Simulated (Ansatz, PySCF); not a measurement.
System: C$_{2}$Cl$_{2}$F$_{3}$ (charge 0, doublet). It need not be the lowest isomer of its formula. 
Geometry from a B3LYP-D3(BJ)/def2-TZVP (Ansatz, a first-principles code) optimisation:
SMILES: FC(F)(F)[C](Cl)Cl
```xyz
7

F     -1.4458     1.0338    -0.9136
C     -1.0041    -0.0161    -0.2079
F     -1.4338    -1.1364    -0.8041
F     -1.5925     0.0420     1.0084
C      0.4955    -0.0028    -0.1099
Cl     1.2817    -1.4445     0.3177
Cl     1.2654     1.4833     0.1700
```
Charge 0, spin multiplicity 2.

Dipole moments at this geometry, in debye (magnitudes).

| level | program | dipole (D) |
|---|---|---|
| r2SCAN/def2-TZVPD | Ansatz | 1.18 |
| B97M-V/def2-TZVPD | Ansatz | 1.20 |
| TPSSh/def2-TZVPD | PySCF | 1.22 |
| r2SCANh/def2-TZVPD | Ansatz | [?] |
| r2SCAN0/def2-TZVPD | Ansatz | [?] |

What belongs in the gaps?


- r2SCANh/def2-TZVPD, dipole (D): 1.21
- r2SCAN0/def2-TZVPD, dipole (D): 1.24
